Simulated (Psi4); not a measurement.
H$_{5}$BOSi (SMILES OB[SiH3]), singlet, geometry from GFN2-xTB, atoms displaced at random by about 0.08 Å a coordinate; HF/6-31G, gradient (Psi4).

Psi4 was given this input:
```
memory 2 GB

molecule mol {
0 1
  B     0.080279   -0.862230    0.367881
  H    -0.764321   -1.800968    0.559841
  O     1.156972   -0.973404    0.701425
  H     1.918961   -0.474164    0.552652
  Si   -0.528545    0.772711   -0.499931
  H    -1.557703    1.525469    0.163931
  H    -0.957241    0.475727   -1.889412
  H     0.574566    1.676899   -0.590984
symmetry c1
no_reorient
no_com
}

set basis 6-31g
set reference rhf

gradient('scf')
print_variables()
```

Question: What does Psi4 print? Leave out banner, timings and long lists.

Answer: 
```
gradient() will perform analytic gradient computation.

   => Loading Basis Set <=

    Name: 6-31G
    Role: ORBITAL
    Keyword: BASIS

         ---------------------------------------------------------
                                   SCF
               by Justin Turney, Rob Parrish, Andy Simmonett
                          and Daniel G. A. Smith
                              RHF Reference
         ---------------------------------------------------------

  ==> Geometry <==

    Molecular point group: c1
    Full point group: C1

    Geometry (in Angstrom), charge = 0, multiplicity = 1:

       Center              X                  Y                   Z               Mass
    ------------   -----------------  -----------------  -----------------  -----------------
         B            0.080279000000    -0.862230000000     0.367881000000    11.009305360000
         H           -0.764321000000    -1.800968000000     0.559841000000     1.007825032230
         O            1.156972000000    -0.973404000000     0.701425000000    15.994914619570
         H            1.918961000000    -0.474164000000     0.552652000000     1.007825032230
         SI          -0.528545000000     0.772711000000    -0.499931000000    27.976926534650
         H           -1.557703000000     1.525469000000     0.163931000000     1.007825032230
         H           -0.957241000000     0.475727000000    -1.889412000000     1.007825032230
         H            0.574566000000     1.676899000000    -0.590984000000     1.007825032230

  Running in c1 symmetry.

  Rotational constants: A =      1.20970  B =      0.17528  C =      0.16165 [cm^-1]
  Rotational constants: A =  36265.97531  B =   5254.66946  C =   4846.15219 [MHz]
  Nuclear repulsion =   98.439970895818590

  Charge       = 0
  Multiplicity = 1
  Electrons    = 32
  Nalpha       = 16
  Nbeta        = 16

  ==> Algorithm <==

  SCF Algorithm Type is DF.
  DIIS enabled.
  MOM disabled.
  Fractional occupation disabled.
  Guess Type is SAD.
  Energy threshold   = 1.00e-08
  Density threshold  = 1.00e-08
  Integral threshold = 1.00e-12

  ==> Primary Basis <==

  Basis Set: 6-31G
    Blend: 6-31G
    Number of shells: 27
    Number of basis functions: 41
    Number of Cartesian functions: 41
    Spherical Harmonics?: false
    Max angular momentum: 1

   => Loading Basis Set <=

    Name: (6-31G AUX)
    Role: JKFIT
    Keyword: DF_BASIS_SCF

  ==> Integral Setup <==

  SCF_SUBTYPE=INCORE selected. In-core MEM_DF algorithm will be used.
  Using in-core AOs.

  ==> MemDFJK: Density-Fitted J/K Matrices <==

    J tasked:                   Yes
    K tasked:                   Yes
    wK tasked:                   No
    Algorithm:                 Core
    Schwarz Cutoff:           1E-12
    Mask sparsity (%):       0.3569
    Fitting Condition:        1E-10

   => Auxiliary Basis Set <=

  Basis Set: (6-31G AUX)
    Blend: CC-PVDZ-JKFIT
    Number of shells: 129
    Number of basis functions: 417
    Number of Cartesian functions: 417
    Spherical Harmonics?: false
    Max angular momentum: 3

  Minimum eigenvalue in the overlap matrix is 1.0774531089E-02.
  Reciprocal condition number of the overlap matrix is 2.3942362461E-03.
    Using symmetric orthogonalization.

  ==> Pre-Iterations <==

  SCF Guess: Superposition of Atomic Densities via on-the-fly atomic UHF (no occupation information).

   -------------------------
    Irrep   Nso     Nmo
   -------------------------
     A         41      41
   -------------------------
    Total      41      41
   -------------------------

  ==> Iterations <==

                           Total Energy        Delta E     RMS |[F,P]|

   @DF-RHF iter SAD:  -390.81113481735588   -3.90811e+02   0.00000e+00
   @DF-RHF iter   1:  -391.15744710181787   -3.46312e-01   8.87835e-03 DIIS/ADIIS
   @DF-RHF iter   2:  -391.21034619054080   -5.28991e-02   4.63711e-03 DIIS/ADIIS
   @DF-RHF iter   3:  -391.22367565412605   -1.33295e-02   7.31653e-04 DIIS/ADIIS
[...]
  @DF-RHF Final Energy:  -391.22451024085342
    Total Energy =                       -391.2245102408534194
[...]

Computation Completed

Properties will be evaluated at   0.000000,   0.000000,   0.000000 [a0]

Properties computed using the SCF density matrix

 Multipole Moments:

 ------------------------------------------------------------------------------------
     Multipole            Electronic (a.u.)      Nuclear  (a.u.)        Total (a.u.)
 ------------------------------------------------------------------------------------

 L = 1.  Multiply by 2.5417464519 to convert [e a0] to [Debye]
 Dipole X            :         -1.9381496            2.7813046            0.8431549
 Dipole Y            :         -0.0109508            0.2315576            0.2206068
 Dipole Z            :          1.4989376           -1.4214539            0.0774837
 Magnitude           :                                                    0.8749750

 ------------------------------------------------------------------------------------

         ------------------------------------------------------------
                                   SCF GRAD
                          Rob Parrish, Justin Turney,
                       Andy Simmonett, and Alex Sokolov
         ------------------------------------------------------------

  ==> Geometry <==

    Molecular point group: c1
    Full point group: C1

    Geometry (in Angstrom), charge = 0, multiplicity = 1:

       Center              X                  Y                   Z               Mass
    ------------   -----------------  -----------------  -----------------  -----------------
         B            0.080279000000    -0.862230000000     0.367881000000    11.009305360000
         H           -0.764321000000    -1.800968000000     0.559841000000     1.007825032230
         O            1.156972000000    -0.973404000000     0.701425000000    15.994914619570
         H            1.918961000000    -0.474164000000     0.552652000000     1.007825032230
         SI          -0.528545000000     0.772711000000    -0.499931000000    27.976926534650
         H           -1.557703000000     1.525469000000     0.163931000000     1.007825032230
         H           -0.957241000000     0.475727000000    -1.889412000000     1.007825032230
         H            0.574566000000     1.676899000000    -0.590984000000     1.007825032230

  Nuclear repulsion =   98.439970895818590

  ==> Basis Set <==

  Basis Set: 6-31G
    Blend: 6-31G
    Number of shells: 27
    Number of basis functions: 41
    Number of Cartesian functions: 41
    Spherical Harmonics?: false
    Max angular momentum: 1

  ==> DFJKGrad: Density-Fitted SCF Gradients <==

    Gradient:                    1
    J tasked:                  Yes
    K tasked:                  Yes
    wK tasked:                  No
    Integrals threads:           1
    Schwarz Cutoff:          1E-12
    Fitting Condition:       1E-10

   => Auxiliary Basis Set <=

  Basis Set: (6-31G AUX)
    Blend: CC-PVDZ-JKFIT
    Number of shells: 129
    Number of basis functions: 417
    Number of Cartesian functions: 417
    Spherical Harmonics?: false
    Max angular momentum: 3

  -Total Gradient:
     Atom            X                  Y                   Z
    ------   -----------------  -----------------  -----------------
       1        0.370594790592     0.005167526581     0.086836593748
       2       -0.019332466594    -0.019864303681     0.002385313633
       3       -0.346329710713     0.063549630707    -0.110283237115
       4       -0.021273705586    -0.015167691706    -0.002632689517
       5        0.019000231132    -0.003336854667     0.024893322879
       6        0.019761655888    -0.009106604439    -0.011136439784
       7        0.003693992251    -0.000990539619     0.006120765188
       8       -0.026114786969    -0.020251163176     0.003816370971

  Variable Map:
  ----------------------------------------------------------------------------
[...]
  Array Variable Map:
  ----------------------------------------------------------------------------
[...]
[...]
```
